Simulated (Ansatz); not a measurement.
C7H16O3 (`CCOC(OCC)OCC`). Charge 0, multiplicity 1. The geometry is a stationary point of PBE0-D4/def2-TZVP. It is one conformer, not always the lowest.

```xyz
26

C     0.292   -0.192   -3.574
C    -0.285    0.240   -2.251
O     0.788    0.311   -1.317
C     0.418    0.473   -0.001
O    -0.318   -0.603    0.498
C     0.438   -1.789    0.642
C    -0.433   -2.833    1.291
O    -0.357    1.608    0.113
C    -0.804    1.935    1.419
C     0.315    2.318    2.365
H     1.051    0.516   -3.914
H     0.756   -1.178   -3.495
H    -0.495   -0.242   -4.329
H    -0.763    1.220   -2.332
H    -1.037   -0.472   -1.896
H     1.366    0.556    0.554
H     0.791   -2.129   -0.339
H     1.327   -1.587    1.256
H    -0.771   -2.499    2.274
H    -1.313   -3.036    0.678
H     0.123   -3.765    1.415
H    -1.391    1.106    1.827
H    -1.476    2.782    1.272
H     0.957    1.468    2.608
H     0.934    3.108    1.935
H    -0.109    2.685    3.302
```

Question: What is the dipole moment at B3LYP/def2-TZVPP? (Best estimate.)

Answer: Ansatz gave: 1.38 D, with components (-0.12, -0.78, 1.13) D in this frame, pointing from negative to positive charge.

Question: And with PBE, r2SCAN, ωB97M-V? (An estimate is asked.)

Answer: The calculation gave: PBE 1.29 D, r2SCAN 1.34 D, ωB97M-V 1.39 D.

Question: Give the Mulliken charges with B3LYP, r2SCAN, ωB97M-V in def2-TZVPP. (Best estimate.)

Answer: Ansatz gave: 
```
atom  B3LYP  r2SCAN  ωB97M-V
  C1  -0.24   -0.13    -0.29
  C2   0.02    0.09    -0.05
  O3  -0.33   -0.32    -0.30
  C4   0.36    0.36     0.27
  O5  -0.33   -0.32    -0.30
  C6   0.04    0.11    -0.02
  C7  -0.24   -0.13    -0.30
  O8  -0.32   -0.31    -0.30
  C9   0.04    0.13    -0.04
 C10  -0.27   -0.16    -0.31
 H11   0.08    0.05     0.11
 H12   0.08    0.04     0.10
 H13   0.07    0.03     0.09
 H14   0.09    0.05     0.12
 H15   0.07    0.04     0.10
 H16   0.06    0.03     0.11
 H17   0.08    0.05     0.11
 H18   0.06    0.02     0.09
 H19   0.08    0.04     0.10
 H20   0.09    0.05     0.11
 H21   0.07    0.04     0.09
 H22   0.08    0.04     0.11
 H23   0.09    0.04     0.11
 H24   0.08    0.04     0.10
 H25   0.09    0.06     0.11
 H26   0.08    0.04     0.10
```

B3LYP here is the variant with VWN-RPA as its local correlation; programs differ in this.
